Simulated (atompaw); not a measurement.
**Reading a pseudo-wave (erbium (Er))**

Columns: radius, all-electron u(r) and pseudo u(r) of the 4f shell (level -3.36 eV) of erbium in the configuration [Kr] 4d10 5s2 4f12 5p6 5d0 6s2 6p0; LDA (PW92), scalar-relativistic, PAW (atompaw) scheme, atompaw 4.2.0.5.

```json
{"r (bohr)": "0.115", "all-electron": "0.1473", "pseudo": "0.0201"}
{"r (bohr)": "0.231", "all-electron": "0.6077", "pseudo": "0.2377"}
{"r (bohr)": "0.346", "all-electron": "0.9649", "pseudo": "0.7017"}
{"r (bohr)": "0.462", "all-electron": "1.1067", "pseudo": "1.0611"}
{"r (bohr)": "0.577", "all-electron": "1.0999", "pseudo": "1.1025"}
{"r (bohr)": "0.692", "all-electron": "1.0231", "pseudo": "1.0231"}
{"r (bohr)": "0.808", "all-electron": "0.9206", "pseudo": "0.9206"}
{"r (bohr)": "0.923", "all-electron": "0.8160", "pseudo": "0.8160"}
{"r (bohr)": "1.038", "all-electron": "0.7180", "pseudo": "0.7180"}
{"r (bohr)": "1.154", "all-electron": "0.6293", "pseudo": "0.6293"}
{"r (bohr)": "1.269", "all-electron": "0.5520", "pseudo": "0.5520"}
{"r (bohr)": "1.385", "all-electron": "0.4844", "pseudo": "0.4844"}
{"r (bohr)": "1.500", "all-electron": "0.4265", "pseudo": "0.4265"}
{"r (bohr)": "1.615", "all-electron": "0.3765", "pseudo": "0.3765"}
{"r (bohr)": "1.731", "all-electron": "0.3330", "pseudo": "0.3330"}
{"r (bohr)": "1.846", "all-electron": "0.2957", "pseudo": "0.2957"}
{"r (bohr)": "1.962", "all-electron": "0.2632", "pseudo": "0.2632"}
{"r (bohr)": "2.077", "all-electron": "0.2351", "pseudo": "0.2351"}
{"r (bohr)": "2.192", "all-electron": "0.2107", "pseudo": "0.2107"}
{"r (bohr)": "2.308", "all-electron": "0.1892", "pseudo": "0.1892"}
{"r (bohr)": "2.423", "all-electron": "0.1704", "pseudo": "0.1704"}
{"r (bohr)": "2.538", "all-electron": "0.1539", "pseudo": "0.1539"}
{"r (bohr)": "2.654", "all-electron": "0.1393", "pseudo": "0.1393"}
{"r (bohr)": "2.769", "all-electron": "0.1264", "pseudo": "0.1264"}
{"r (bohr)": "2.885", "all-electron": "0.1149", "pseudo": "0.1149"}
{"r (bohr)": "3.000", "all-electron": "0.1048", "pseudo": "0.1048"}
```

(1) How many radial nodes do the two functions have?

(2) At about which radius was the pseudo-wave matched?

(3) Is the pseudo-wave norm-conserving?

## Answers

(1) The all-electron 4f function has n − l − 1 = 0; the pseudo-wave has 0.

(2) 0.65 bohr, where the columns begin to agree (steps of 0.12 bohr).

(3) No, it belongs to a PAW set: the norm inside the radius is not constrained, and the difference is carried by the augmentation charge.
